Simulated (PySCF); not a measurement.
## B3H7N4

The system: B3H7N4, a molecule; neutral, singlet. The structure, one conformer, was relaxed in the gas phase by PBE0-D3(BJ)/def2-SVP. No frequency run checks that it is a minimum.

SMILES: NB1NBNBN1

```xyz
14

N    -0.453    0.963    0.632
B     0.908    1.368    0.674
N     1.876    0.532    0.036
B     1.511   -0.678   -0.630
N     0.138   -1.041   -0.647
B    -0.893   -0.245   -0.023
N    -2.257   -0.628   -0.054
H    -1.136    1.557    1.083
H     1.237    2.391    1.233
H     2.848    0.805    0.057
H     2.346   -1.374   -1.164
H    -0.118   -1.899   -1.118
H    -2.588   -1.468   -0.505
H    -2.992   -0.090    0.379
```
Atoms count from 1 in this order.

Shieldings: GIAO PBE0/pcSseg-1. Shifts are against computed references at the same level: H TMS (σ 31.27 ppm). Core levels by delta-SCF with SCAN, pcX-2 on the ionised atom and pcseg-1 elsewhere, spin-free X2C; from the vacuum level, for chosen atoms.

Q: Give the shieldings and core levels atom by atom.

A: 
| atoms | bonded to | σ (ppm) | δ (ppm) | core level (eV) |
| --- | --- | --- | --- | --- |
| N1 N5 | 2 B + 1 H | 146.5 | - | 1s 404.26 |
| B2 B4 | 2 N + 1 H | 73.0 | - | 1s 195.41 |
| N3 | 2 B + 1 H | 129.5 | - | 1s 404.20 |
| B6 | 3 N | 79.2 | - | 1s 196.02 |
| N7 | 1 B + 2 H | 213.3 | - | 1s 404.79 |
| H8 H12 | 1 N | 27.14 | 4.13 | - |
| H9 H11 | 1 B | 26.66 | 4.61 | - |
| H10 | 1 N | 26.26 | 5.00 | - |
| H13 H14 | 1 N | 29.63 | 1.64 | - |

Values are those of this one static structure; atoms that internal rotation interchanges would show their mean in an NMR spectrum.

The core-hole state of B2 is spin-contaminated (⟨S²⟩ 0.81 against 0.75 for a pure doublet), so that value and differences from it are less sure.

Q: Which of N3, N5, N7 holds its core electrons tightest, and by how much against the loosest?

A: N7 (bonded to 1 B + 2 H), by 0.59 eV over N3 (bonded to 2 B + 1 H).

Q: By CAM-B3LYP/def2-SVPD (TDDFT singlets, Tamm-Dancoff triplets, ionisation by delta-SCF), where does absorption start, and what does vertical ionisation take?

A: The lowest singlet lies at 6.12 eV (f 0.006), the strongest of the first 6 at 7.79 eV (f 0.082), the lowest triplet at 5.93 eV; vertical ionisation takes 9.15 eV.
